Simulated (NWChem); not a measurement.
System: NH2TeBr; SMILES N[Te]Br

```xyz
5

Te     0.3152     0.8539     0.0000
Br    -0.0424    -1.6710     0.0000
N     -1.5353     1.6056     0.0000
H     -2.0791     1.4229     0.8397
H     -2.0791     1.4229    -0.8397
```
Atoms are numbered in this order, from 1.

Computed with NWChem. Structure relaxed at the PBE0/def2-SVP level. No frequency run checked for a minimum. def2 effective core potentials on Te; no spin-orbit coupling. Ions are spin-unrestricted doublets at the neutral geometry; other ion states weren't tried.

For level CAM-B3LYP/def2-SVP:

- vertical ionisation energy, ΔSCF (eV): 8.55
- −ε(HOMO) (eV): 7.46

How do the values read with level PBE/def2-SVP instead?

The vertical ionisation energy, ΔSCF (eV) is 8.15 and the −ε(HOMO) (eV) comes out as 5.05.
